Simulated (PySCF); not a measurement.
C3H7BF2O.

```xyz
14

C     -1.5566     0.1501    -1.0166
C     -0.8594     0.4244     0.3251
O     -1.6641     0.0656     1.4339
B      0.4944    -0.3719     0.3727
F      0.6805    -1.3605     1.2420
C      1.6824    -0.0812    -0.6218
F      1.4366     1.0184    -1.4400
H     -2.4904     0.7341    -1.0922
H     -1.8218    -0.9155    -1.1097
H     -0.9117     0.4383    -1.8605
H     -0.5923     1.5072     0.3421
H     -2.4915     0.5601     1.3667
H      2.6202     0.0957    -0.0591
H      1.8760    -0.9666    -1.2601
```

Geometry optimised at r2SCAN-D4/def2-SVP. The structure was generated by enumeration; whether it is a known compound was not checked. Other conformers were not sampled.

Level of theory: PySCF with PBE0/pcSseg-1. Non-relativistic, no solvent.

Computed absolute GIAO shielding of each atom: isotropic value and principal components (ppm):
```
atom  σ(iso)    σ11    σ22    σ33   span
----  ------  -----  -----  -----  -----
C1     163.7  142.3  163.9  185.0   42.7
C2     121.8   87.5  115.5  162.2   74.7
O3     289.3  249.2  297.5  321.2   72.0
B4      41.7  -23.6   59.3   89.3  112.9
F5     210.1   32.7  101.2  496.5  463.8
C6     103.9   65.7   80.3  165.6   99.9
F7     470.7  428.9  476.9  506.5   77.6
H8      30.0   26.7   27.8   35.5    8.8
H9      30.1   26.8   28.1   35.4    8.6
H10     29.6   24.6   29.0   35.1   10.6
H11     27.2   22.2   28.0   31.5    9.4
H12     31.4   22.3   28.9   43.0   20.7
H13     26.7   22.7   26.3   31.2    8.4
H14     26.8   23.3   26.1   31.0    7.7
```
